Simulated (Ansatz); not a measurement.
A nudged elastic band was laid between two geometries of B2H4OSi (8 atoms, charge 0, multiplicity 1).

Method: RKS B3LYP/def2-SVP (Ansatz).

* movable images: 7
* climbing image: yes
* spring: 5.0 eV/Å²
* optimiser: quadratic models (default)
* start path: IDPP
* force threshold: 0.05 eV/Å
* iteration limit: 60
* end points: relaxed

First end point:

```xyz
8
Properties=species:S:1:pos:R:3
B -1.298 0.788 -0.473
B 0.178 0.123 -0.664
Si 1.123 -0.833 0.837
O 0.900 -2.327 1.145
H -1.435 1.940 -0.127
H -2.306 0.138 -0.633
H 0.774 0.147 -1.717
H 2.065 0.024 1.632
```

Last end point:

```xyz
8
Properties=species:S:1:pos:R:3
B -1.338 0.699 -0.505
B 0.208 0.197 -0.631
Si 1.153 -0.769 0.862
O 1.895 -0.035 1.997
H -1.609 1.777 -0.029
H -2.266 0.003 -0.850
H 0.878 0.395 -1.620
H 1.079 -2.266 0.777
```

(1) Which bonds break or form, and what moves?

(2) Give the energies along the band, and the barrier.

(3) What is the geometry of the highest image?

(4) What are the harmonic wavenumbers there?

The band took 6 iterations and roughly 2.1 core-minutes.

Answers

(1) No bond is made or broken. The dihedral H7–B2–Si3–O4 goes from -93 to 92°. The two ends are copies of one structure, up to a mirror image or an exchange of like atoms.

(2) The forces met the threshold. The highest image is number 4 of 0 to 8, 1.8 kcal/mol above the ends, which have the same energy within 2 meV. A vibrational analysis at the climbing image gives one clearly imaginary mode, 65i cm⁻¹: a first-order saddle point.

```tsv
image	path coordinate (Å)	energy (kcal/mol)	dihedral H7–B2–Si3–O4 (°)
0	0.00	0.0	-93
1	0.61	0.3	-113
2	1.21	1.1	-135
3	1.82	1.6	-157
4	2.42	1.8	180
5	3.03	1.6	156
6	3.64	1.0	134
7	4.24	0.3	113
8	4.85	0.0	92
```

(3) 
```xyz
8
Properties=species:S:1:pos:R:3
B -1.360 0.441 -0.610
B 0.271 0.467 -0.560
Si 1.147 -0.674 0.884
O 0.309 -1.511 1.878
H -2.031 1.218 0.031
H -1.966 -0.375 -1.267
H 0.987 1.099 -1.300
H 2.644 -0.664 0.944
```

(4) 65i, 88, 299, 300, 404, 503, 553, 705, 803, 848, 950, 997, 1148, 1176, 2173, 2552, 2608, 2622 cm⁻¹.

The run took 2.1 min on 1 thread of Arm Neoverse V1, on a shared host, peak memory 0.14 GiB.
